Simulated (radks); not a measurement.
Results of a calculation; reference values are marked as such.
Question: Species: Cd IV. Configuration: [Kr] 4d8 6f1 (not the ground configuration). Code: a radial shooting solver on a logarithmic mesh with Libxc functionals. Model: Dirac Kohn-Sham, PBEsol, spin-unpolarised, spherical densities, point nucleus; open shells are shared between the two j in proportion to 2j + 1.

Spin-orbit splittings of the eigenvalues, e(l+1/2) - e(l-1/2), with zeta = 2 splitting/(2l+1) and mean radii in bohr:

shell  occ.  splitting (eV)  zeta (eV)  <r> j=l-1/2  <r> j=l+1/2
2p        6           192.3      128.2       0.1112       0.1164
3p        6           34.36      22.91       0.3495       0.3605
3d       10           6.989      2.795       0.3326       0.3361
4p        6               ?          ?       0.9244       0.9528
4d        8          0.8313     0.3325        1.147        1.159
6f        1        0.003131  0.0008947        9.985        9.988

Estimate the 4p splitting.

Answer: 6.039 eV (zeta = 4.026 eV).
